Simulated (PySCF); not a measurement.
Cl₃In, SMILES [Cl][In-]([Cl])[Cl], charge -1, multiplicity 2.

Coordinates come from a PBE-D3(BJ)/def2-SVPD optimisation. The def2 effective core potentials stand for the cores of In; spin–orbit coupling is left out.

Method: PBE/def2-TZVPD (PySCF).

Estimate the frontier levels, dipole moment and polarisability. (The exact figures need the calculation; the answer reports its results.)


The α spin, highest occupied and lowest empty level is -1.07 and 2.44 eV, the β spin, highest occupied and lowest empty level is -2.90 and -0.37 eV and the dipole moment about the centre of nuclear charge comes out as 2.45 D. The mean static polarisability is 118.8 bohr³ (17.60 Å³). The polarisability, principal values comes out as 96.2, 130.0, 130.0 bohr³ and the ⟨S²⟩ comes out as 0.752 (pure state 0.75).
